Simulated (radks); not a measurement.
Neutral chromium inside a hard spherical wall (all orbitals vanish at R), configuration held at [Ar] 3d5 4s1 and not refilled when levels cross. Method: scalar-relativistic Kohn-Sham, PBE, spin-polarised, spherical densities, finite nucleus; open shells are filled with parallel spins first; Fermi nuclear charge, rms radius 3.6452 fm; computed with a radial shooting solver on a logarithmic mesh with Libxc functionals. Eigenvalues in eV for spin up, with the zero of energy where the potential of the charges vanishes at infinity; a dash marks a level that is unbound or too diffuse for the functional's potential to be trusted. A positive occupied level is held by the wall or, in an anion where self-interaction has pushed it up, behind a barrier. The pressure on the wall is -dE/dV.

[
 {"R (bohr)": "free", "E (hartree)": "-1050.72524", "kinetic (hartree)": "1061.378", "e(3s)": "-74.777", "e(3p)": "-46.243", "e(4s)": "-4.468", "e(3d)": "-3.723", "e(4p, empty)": "-1.220", "e(5s, empty)": "-", "pressure (GPa)": "0"},
 {"R (bohr)": "20", "E (hartree)": "-1050.72524", "kinetic (hartree)": "1061.378", "e(3s)": "-74.777", "e(3p)": "-46.243", "e(4s)": "-4.468", "e(3d)": "-3.723", "e(4p, empty)": "-1.220", "e(5s, empty)": "-", "pressure (GPa)": "< 0.0001"},
 {"R (bohr)": "12", "E (hartree)": "-1050.72518", "kinetic (hartree)": "1061.378", "e(3s)": "-74.770", "e(3p)": "-46.236", "e(4s)": "-4.463", "e(3d)": "-3.716", "e(4p, empty)": "-1.168", "e(5s, empty)": "0.788", "pressure (GPa)": "0.000967"},
 {"R (bohr)": "10", "E (hartree)": "-1050.72476", "kinetic (hartree)": "1061.382", "e(3s)": "-74.732", "e(3p)": "-46.198", "e(4s)": "-4.431", "e(3d)": "-3.680", "e(4p, empty)": "-1.039", "e(5s, empty)": "1.824", "pressure (GPa)": "0.0120"},
 {"R (bohr)": "7", "E (hartree)": "-1050.71382", "kinetic (hartree)": "1061.449", "e(3s)": "-74.230", "e(3p)": "-45.698", "e(4s)": "-3.956", "e(3d)": "-3.217", "e(4p, empty)": "0.007", "e(5s, empty)": "7.299", "pressure (GPa)": "0.573"},
 {"R (bohr)": "5", "E (hartree)": "-1050.62707", "kinetic (hartree)": "1061.825", "e(3s)": "-72.143", "e(3p)": "-43.648", "e(4s)": "-1.458", "e(3d)": "-1.307", "e(4p, empty)": "3.907", "e(5s, empty)": "22.443", "pressure (GPa)": "10.3"},
 {"R (bohr)": "4", "E (hartree)": "-1050.40896", "kinetic (hartree)": "1062.605", "e(3s)": "-68.922", "e(3p)": "-40.518", "e(4s)": "3.564", "e(3d)": "1.751", "e(4p, empty)": "10.691", "e(5s, empty)": "44.742", "pressure (GPa)": "57.0"},
 {"R (bohr)": "1.5", "E (hartree)": "-1027.29459", "kinetic (hartree)": "1131.951", "e(3s)": "13.761", "e(3p)": "46.085", "e(4s)": "279.59", "e(3d)": "97.792", "e(4p, empty)": "295.58", "e(5s, empty)": "703.20", "pressure (GPa)": "65200"}
]
